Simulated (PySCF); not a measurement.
CrO₂F₂, SMILES [O]=[Cr](=[O])([F])[F], multiplicity 1.

Geometry: B3LYP-D3(BJ)/def2-SVP. The spin state was assumed, not searched. The isomer is the one that the SMILES or the coordinates give; other isomers of the formula were not compared.

Two levels are set side by side: TDDFT-PBE/def2-SVPD (PySCF) and TDDFT-LC-ωPBE/def2-SVPD (PySCF). Vertical, same geometry. The lowest singlet is HOMO→LUMO 95 % with PBE and HOMO→LUMO+1 96 % with the other functional; states are paired by order. Differences are taken from unrounded values.

```json
[
 {"quantity": "lowest singlet excitation (eV)", "TDDFT-LC-ωPBE": "3.29", "TDDFT-PBE": "3.27", "TDDFT-PBE minus TDDFT-LC-ωPBE": "-0.02"},
 {"quantity": "lowest triplet excitation (TDA) (eV)", "TDDFT-LC-ωPBE": "2.68", "TDDFT-PBE": "2.71", "TDDFT-PBE minus TDDFT-LC-ωPBE": "0.02"}
]
```

Here PBE gives about what the other level gives.

Rough cost on one machine, each run with all the roots and properties that it gave: TDDFT-LC-ωPBE against TDDFT-PBE about 9 times.
